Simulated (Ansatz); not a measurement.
Two isomers of C4H6BF: A = `C=C=C(F)BC`, B = `CB1C=C1CF`.

Program: Ansatz. Geometries: PBE0-D4/def2-TZVP. ΔE: electronic, gas phase. CBS: MP2 limit from def2 TZ/QZ plus the TZ coupled-cluster correction, frozen cores. DFT in def2-TZVPP. B3LYP here is the variant with VWN-RPA as its local correlation; programs differ in this. Each species was taken in one conformer, which may not be the lowest.

(1) Which is lower in electronic energy at CCSD(T)/CBS, and by how much? (Best estimate.)

(2) Give E(B) − E(A) in kJ/mol with B3LYP, PBE-D4, HF/def2-TZVPP, PBE0-D4, CCSD(T)/def2-TZVPP, B3LYP-D4, CCSD/def2-TZVPP. (An estimate is asked.)

Largest T1 diagnostic: 0.013.

Answers

(1) Ansatz gave: B, by 58.3 kJ/mol.

(2) The calculation gave: B3LYP -43.6, PBE-D4 -49.9, HF/def2-TZVPP -67.1, PBE0-D4 -68.2, CCSD(T)/def2-TZVPP -56.6, B3LYP-D4 -43.6, CCSD/def2-TZVPP -61.0. None reverses the order clearly.

From PBE to PBE0 (25 % exact exchange), in def2-TZVPP and without D4, E(B) − E(A) moves by −18.3 kJ/mol.
